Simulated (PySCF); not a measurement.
**A small calculation by hand: chemical shift, span and skew from a shielding tensor**

C3H8OSe, SMILES CC[Se]OC. Atoms are numbered in the order given.

```xyz
13

Se    -0.1668    -0.0215     0.8309
C     -0.0044    -1.6266    -0.2807
C     -0.4770    -1.4502    -1.7166
H     -0.6034    -2.3751     0.2662
H      1.0485    -1.9423    -0.2336
H      0.1235    -0.6809    -2.2244
H     -1.5351    -1.1499    -1.7566
H     -0.3590    -2.3930    -2.2771
O      0.9521     1.0404    -0.1614
C      0.3018     2.0625    -0.9036
H     -0.2028     2.7964    -0.2501
H      1.0990     2.5779    -1.4625
H     -0.4387     1.6593    -1.6170
```

The structure is a stationary point at TPSSh-D3(BJ)/def2-SVP. The values are those of a single conformer.

GIAO shieldings from PBE/pcSseg-1 (PySCF), non-relativistic, no solvent. The symmetric part of the tensor of C10 has the principal values 65.8, 81.9, 175.6 ppm. The same nucleus in TMS has σ = 182.0 ppm at this level (PySCF, at its B3LYP-D3(BJ)/def2-TZVP geometry).

### Question
Work out the isotropic shielding, the ¹³C shift against TMS, the span and the skew.

### Answer

σ(iso) = (σ11 + σ22 + σ33)/3 = 107.8 ppm. δ = σ(ref) − σ(iso) = 182.0 − (107.8) = 74.2 ppm.
Span Ω = σ33 − σ11 = 109.8 ppm. Skew κ = 3(σ(iso) − σ22)/Ω = 0.71. Tumbling in solution averages the tensor to δ; in a static solid the shielding alone would spread this spin-1/2 line over Ω.
